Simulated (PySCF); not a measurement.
# Isomers of C9H12: computed energies against enthalpies of formation

**Experimental background.**

CRC Handbook of Chemistry and Physics lists, for the gas at 298.15 K: enthalpy of formation of `Cc1cccc(C)c1C` (1,2,3-trimethylbenzene) -9.5 kJ/mol; enthalpy of formation of `CC(C)c1ccccc1` 4 kJ/mol; enthalpy of formation of `CCCc1ccccc1` (propylbenzene) 7.9 kJ/mol.

The runs below try to reproduce these values; the comparison stands at the end.

Differences of these values give the isomerisation enthalpies. Geometries: GFN2-xTB; runs in PySCF, gas phase, with a dispersion term only where the level names one. Total electronic energies (Eh):

```tsv
SMILES	PBE0/pcSseg-1
Cc1cccc(C)c1C	-349.72190
CC(C)c1ccccc1	-349.71730
CCCc1ccccc1	-349.71682
```

Zero-point and thermal terms are left out, so the computed numbers are electronic energies.

## Comparison

Relative to `Cc1cccc(C)c1C`, the lowest by measurement, in kJ/mol (measured: enthalpies at 298.15 K; computed: electronic energies):

```tsv
SMILES	measured	PBE0/pcSseg-1
Cc1cccc(C)c1C	0.0	0.0
CC(C)c1ccccc1	13.5	12.1
CCCc1ccccc1	17.4	13.3
```

Measured values: -9.5 kJ/mol (298.15 K; CRC Handbook of Chemistry and Physics) for the first row; the others come from the same table. Mean unsigned miss over the other isomers: PBE0/pcSseg-1 2.7 kJ/mol. One conformer stands for `CCCc1ccccc1`, not necessarily the lowest, while the measurement averages over conformers. Where a level misses, the cause wasn't examined.
